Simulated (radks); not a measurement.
Question: Species: Mn+. Configuration: [Ar] 3d5 4s1. All-electron calculation, scalar-relativistic Kohn-Sham, PBE, spin-polarised, spherical densities, finite nucleus; open shells are filled with parallel spins first; Fermi nuclear charge, rms radius 3.7057 fm. Program: a radial shooting solver on a logarithmic mesh with Libxc functionals. Some entries of the table are withheld. Estimate them.

| orbital | occ. | eigenvalue (eV) | r(max) (bohr) | <r^2> (bohr^2) |
|---|---|---|---|---|
| 1s up | 1 | -6436.657 | 0.03987 | 0.004988 |
| 1s down | 1 | -6436.635 | 0.03987 | 0.004988 |
| 2s up | 1 | -751.8885 | 0.2326 | 0.09240 |
| 2s down | 1 | -749.7798 | 0.2323 | 0.09202 |
| 2p up | 3 | -637.9070 | 0.1884 | 0.07529 |
| 2p down | 3 | -636.2977 | 0.1882 | 0.07489 |
| 3s up | 1 | -95.5952 | 0.7362 | 0.8373 |
| 3s down | 1 | -90.2895 | 0.7370 | 0.8422 |
| 3p up | 3 | (1) | 0.7522 | 0.9636 |
| 3p down | 3 | (2) | 0.7535 | 0.9746 |
| 3d up | 5 | -16.3529 | 0.7603 | 1.791 |
| 4s up | 1 | -12.6171 | 2.335 | 8.605 |
| 3d down | 0 | -11.4139 | 0.7696 | 1.997 |
| 4p up | 0 | -7.7052 | 2.857 | 13.63 |

Answer: 
(1) 3p up eigenvalue (eV): -64.3152
(2) 3p down eigenvalue (eV): -59.0788
